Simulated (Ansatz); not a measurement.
Mulliken charges of `C[O][Sn][NH2]` from PBE/def2-TZVPP in Ansatz (PBE0-D4/def2-TZVP geometry).

```csv
atom,x (Å),y (Å),z (Å),charge (e)
C1,0.312,1.251,-0.464,-0.125
O2,1.273,0.693,0.383,-0.487
Sn3,1.184,-1.095,1.240,0.625
N4,-0.603,-1.617,0.458,-0.551
H5,0.158,0.654,-1.375,0.078
H6,0.644,2.247,-0.776,0.091
H7,-0.664,1.368,0.028,0.078
H8,-1.162,-1.047,-0.158,0.146
H9,-1.053,-2.500,0.645,0.145
```

Q: By hand: the dipole of these point charges (1 e Å = 4.8032 D).

A: Σ q r = (0.110, -0.440, 0.289) e Å, of length 0.538 e Å = 2.58 D.

Q: How does the dipole of the full density compare? (Best estimate.)

A: Computed: (-0.276, -0.267, -0.025) e Å, 1.85 D; the point charges give 1.39 times that, at 67° from its direction.

Point charges leave out the atoms' own dipoles, such as those of lone pairs, and Mulliken's split depends on the basis, so the two needn't agree.
